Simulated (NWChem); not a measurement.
Program: NWChem. System: bromine (Br2), charge 0, spin multiplicity 1, at a geometry optimised with PBE0/def2-SVP. Level: B3LYP/aug-pcseg-1, VWN1-RPA local correlation.

Job file:

```
start mol
memory heap 200 mb stack 900 mb global 1100 mb
geometry units angstroms nocenter noautoz
  Br     0.000000     0.000000     1.149171
  Br     0.000000     0.000000    -1.149171
  symmetry group D2h
end
basis spherical
  * library aug-pcseg-1
end
dft
  xc b3lyp
  semidirect memsize 60000000 filesize 0
  iterations 100
end
task dft energy
```

NWChem printed:

```
             Northwest Computational Chemistry Package (NWChem) 7.3.0
             --------------------------------------------------------

                                NWChem Input Module
                                -------------------

 Scaling coordinates for geometry "geometry" by  1.889725989
 (inverse scale =  0.529177249)

 Turning off AUTOSYM since
 SYMMETRY directive was detected!

                             Geometry "geometry" -> ""
                             -------------------------

 Output coordinates in angstroms (scale by  1.889725989 to convert to a.u.)

  No.       Tag          Charge          X              Y              Z
 ---- ---------------- ---------- -------------- -------------- --------------
    1 Br                  35.0000     0.00000000     0.00000000     1.14917100
    2 Br                  35.0000     0.00000000     0.00000000    -1.14917100

 Effective nuclear repulsion energy (a.u.)     282.0477239787

            Nuclear Dipole moment (a.u.)
            ----------------------------
        X                 Y               Z
 ---------------- ---------------- ----------------
     0.0000000000     0.0000000000     0.0000000000

      Symmetry information
      --------------------

 Group name             D2h
 Group number             26
 Group order               8
 No. of unique centers     1

      Symmetry unique atoms

     1


 Summary of "ao basis" -> "" (spherical)
 ------------------------------------------------------------------------------
       Tag                 Description            Shells   Functions and Types
 ---------------- ------------------------------  ------  ---------------------
 *                        aug-pcseg-1                 on all atoms

                                 NWChem DFT Module
                                 -----------------

 Summary of "ao basis" -> "ao basis" (spherical)
 ------------------------------------------------------------------------------
       Tag                 Description            Shells   Functions and Types
 ---------------- ------------------------------  ------  ---------------------
 Br                       aug-pcseg-1               14       36   6s5p3d

 Summary of "ao basis" -> "ao basis" (spherical)
 ------------------------------------------------------------------------------
       Tag                 Description            Shells   Functions and Types
 ---------------- ------------------------------  ------  ---------------------
 Br                       aug-pcseg-1               14       36   6s5p3d

      Symmetry analysis of basis
      --------------------------

        ag         17
        au          3
        b1g         3
        b1u        17
        b2g         8
        b2u         8
        b3g         8
        b3u         8

            General Information
            -------------------
          SCF calculation type: DFT
          Wavefunction type:  closed shell.
          No. of atoms     :     2
          No. of electrons :    70
           Alpha electrons :    35
            Beta electrons :    35
          Charge           :     0
          Spin multiplicity:     1
          Use of symmetry is: on ; symmetry adaption is: on
          Maximum number of iterations: 100
          AO basis - number of functions:    72
                     number of shells:    28
          Convergence on energy requested:  1.00D-06
          Convergence on density requested:  1.00D-05
          Convergence on gradient requested:  5.00D-04
[...]
 !! scf_movecs_sym_adapt:   32 vectors were symmetry contaminated

 d= 0,ls=0.0,diis     6  -5147.7736846620 -3.28D-07  1.03D-06  1.84D-09     2.4

         Total DFT energy =    -5147.773684662042
      One electron energy =    -7725.331098046868
           Coulomb energy =     2478.188743811308
    Exchange-Corr. energy =     -182.679054405171
 Nuclear repulsion energy =      282.047723978690

 Numeric. integr. density =       70.000000977701

     Total iterative time =      1.3s

                  Occupations of the irreducible representations
                  ----------------------------------------------

                     irrep           alpha         beta
                     --------     --------     --------
                     ag                9.0          9.0
                     au                1.0          1.0
                     b1g               1.0          1.0
                     b1u               8.0          8.0
                     b2g               4.0          4.0
                     b2u               4.0          4.0
                     b3g               4.0          4.0
                     b3u               4.0          4.0

                       DFT Final Molecular Orbital Analysis
                       ------------------------------------

 Vector   33  Occ=2.000000D+00  E=-3.730228D-01  Symmetry=b2u
              MO Center= -1.5D-16, -8.0D-17,  7.4D-17, r^2= 2.5D+00
   Bfn.  Coefficient  Atom+Function         Bfn.  Coefficient  Atom+Function
  ----- ------------  ---------------      ----- ------------  ---------------
    17      0.387723  1 Br py                53      0.387723  2 Br py
    14      0.375645  1 Br py                50      0.375645  2 Br py
    11     -0.253810  1 Br py                47     -0.253810  2 Br py
     8      0.082901  1 Br py                44      0.082901  2 Br py
    28     -0.039196  1 Br d -1              64      0.039196  2 Br d -1

 Vector   34  Occ=2.000000D+00  E=-2.942057D-01  Symmetry=b2g
              MO Center= -3.0D-19, -6.0D-21,  2.6D-16, r^2= 3.0D+00
   Bfn.  Coefficient  Atom+Function         Bfn.  Coefficient  Atom+Function
  ----- ------------  ---------------      ----- ------------  ---------------
    16      0.455076  1 Br px                52     -0.455076  2 Br px
    13      0.413451  1 Br px                49     -0.413451  2 Br px
    10     -0.274205  1 Br px                46      0.274205  2 Br px
     7      0.089344  1 Br px                43     -0.089344  2 Br px
    19      0.050936  1 Br px                55     -0.050936  2 Br px

 Vector   35  Occ=2.000000D+00  E=-2.942057D-01  Symmetry=b3g
              MO Center=  7.7D-20, -2.9D-19,  3.8D-17, r^2= 3.0D+00
   Bfn.  Coefficient  Atom+Function         Bfn.  Coefficient  Atom+Function
  ----- ------------  ---------------      ----- ------------  ---------------
    17      0.455076  1 Br py                53     -0.455076  2 Br py
    14      0.413451  1 Br py                50     -0.413451  2 Br py
    11     -0.274205  1 Br py                47      0.274205  2 Br py
     8      0.089344  1 Br py                44     -0.089344  2 Br py
    20      0.050936  1 Br py                56     -0.050936  2 Br py

 Vector   36  Occ=0.000000D+00  E=-1.522916D-01  Symmetry=b1u
              MO Center= -9.6D-32, -1.2D-31, -6.5D-16, r^2= 3.8D+00
   Bfn.  Coefficient  Atom+Function         Bfn.  Coefficient  Atom+Function
  ----- ------------  ---------------      ----- ------------  ---------------
    18      0.553877  1 Br pz                54      0.553877  2 Br pz
    15      0.420301  1 Br pz                51      0.420301  2 Br pz
    12     -0.272439  1 Br pz                48     -0.272439  2 Br pz
     4     -0.222116  1 Br s                 40      0.222116  2 Br s
    21      0.183227  1 Br pz                57      0.183227  2 Br pz

 Vector   37  Occ=0.000000D+00  E= 1.389755D-02  Symmetry=ag
              MO Center= -1.9D-30, -2.6D-31,  9.5D-17, r^2= 9.3D+00
   Bfn.  Coefficient  Atom+Function         Bfn.  Coefficient  Atom+Function
  ----- ------------  ---------------      ----- ------------  ---------------
     6      0.965056  1 Br s                 42      0.965056  2 Br s
     5     -0.628090  1 Br s                 41     -0.628090  2 Br s
     4     -0.176171  1 Br s                 40     -0.176171  2 Br s
    21      0.171311  1 Br pz                57     -0.171311  2 Br pz
     3      0.165853  1 Br s                 39      0.165853  2 Br s

 Vector   38  Occ=0.000000D+00  E= 3.816736D-02  Symmetry=b1u
              MO Center=  4.0D-18,  4.0D-18,  2.5D-15, r^2= 1.7D+01
   Bfn.  Coefficient  Atom+Function         Bfn.  Coefficient  Atom+Function
  ----- ------------  ---------------      ----- ------------  ---------------
     6      2.321539  1 Br s                 42     -2.321539  2 Br s
    21     -1.853274  1 Br pz                57     -1.853274  2 Br pz
    34      0.215996  1 Br d  0              70     -0.215996  2 Br d  0
    15      0.184630  1 Br pz                51      0.184630  2 Br pz
     5      0.136887  1 Br s                 41     -0.136887  2 Br s

 center of mass
 --------------
 x =   0.00000000 y =   0.00000000 z =   0.00000000

 moments of inertia (a.u.)
 ------------------
         753.760609686720           0.000000000000           0.000000000000
           0.000000000000         753.760609686720           0.000000000000
           0.000000000000           0.000000000000           0.000000000000

     Multipole analysis of the density
     ---------------------------------

     L   x y z        total         alpha         beta         nuclear
     -   - - -        -----         -----         ----         -------
     0   0 0 0     -0.000000    -35.000000    -35.000000     70.000000

     1   1 0 0     -0.000000     -0.000000     -0.000000      0.000000
     1   0 1 0     -0.000000     -0.000000     -0.000000      0.000000
     1   0 0 1     -0.000000     -0.000000     -0.000000      0.000000

     2   2 0 0    -28.049885    -14.024942    -14.024942      0.000000
     2   1 1 0     -0.000000     -0.000000     -0.000000      0.000000
     2   1 0 1      0.000000      0.000000      0.000000      0.000000
     2   0 2 0    -28.049885    -14.024942    -14.024942      0.000000
     2   0 1 1      0.000000      0.000000      0.000000      0.000000
     2   0 0 2    -24.013514   -177.064169   -177.064169    330.114824

 Task  times  cpu:        2.4s     wall:        2.4s

 Total times  cpu:        2.5s     wall:        2.5s
```
